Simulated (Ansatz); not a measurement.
`[F][Sb]([SiH3])[SiH3]` + `OB(O)O` → `OB(O)O[SiH3]` + `[F][SbH][SiH3]`  (cleavage of the Si–Sb bond)

Computed with Ansatz on PBE0-D4/def2-TZVP structures; ΔE is electronic, products minus reactants. CCSD(T)/CBS adds triple-zeta CCSD(T) − MP2 to the extrapolated MP2 energy (def2 sets, frozen cores). This one scheme is used for every species. def2 core potentials past Kr. For Sb outer-core shells are correlated without core-valence functions, which leaves a few kJ/mol of doubt a bond. Each species was taken in one conformer, which may not be the lowest.

```tsv
level	ΔE (kcal/mol)
SCS-MP2/def2-QZVPP	-14.6
CCSD/CBS(def2)	-13.3
```

(1) What does CCSD(T)/CBS give? (Best estimate.)

Largest T1 diagnostic among the species: 0.014.

Answers

(1) Computed: -12.3 kcal/mol. The listed levels differ from it by -2.3, -1.0 kcal/mol.

In def2-TZVPP, CCSD(T) changes the Hartree–Fock value by +5.8 kcal/mol (the triples alone add +1.0 kcal/mol) and MP2 by +6.2 kcal/mol. The D4 term adds +1.2 kcal/mol with B3LYP and +0.6 kcal/mol with PBE0; it sums over pairs of atoms, weighted by their polarisabilities, and B3LYP, whose exchange is more repulsive, gets the larger term.

B3LYP here is the variant with VWN-RPA as its local correlation; programs differ in this.
